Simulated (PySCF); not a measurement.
## How methods differ on the excitation energy of I⁺

I⁺ [Kr] 4d10 5s2 5p4 (3P) → I⁺ [Kr] 4d10 5s1 5p4 6s1 (5P), as a difference of total energies. Computed with PySCF 2.14 in aug-cc-pVTZ-PP with one added diffuse shell each of d, f type with ECP28MDF (6s5p5d3f, 67 functions), with a scalar-relativistic core potential. Correlated levels: valence: 4s2 4p6 4d10 frozen. The calculations carry no spin-orbit coupling.

```csv
method,excitation energy (eV)
UHF,20.090
MP2 (valence),20.132
SCS-MP2 (valence),20.299
CCSD (valence),19.874
CCSD(T) (valence),19.607
```

How much does correlation contribute at CCSD(T) (valence)?

19.607 − (20.090) = -0.483 eV, measured against UHF.

The upper state lies above the first ionisation limit, where it may autoionise and the basis confines it. A Rydberg-like electron needs more diffuse functions than a valence basis has.

The promoted electron is Rydberg-like, and one or two diffuse shells describe it only roughly, which tends to raise the upper state.

The coupled-cluster amplitudes are large for the upper state (T1 above 0.03 or a double amplitude above 0.15), so a single reference is strained.
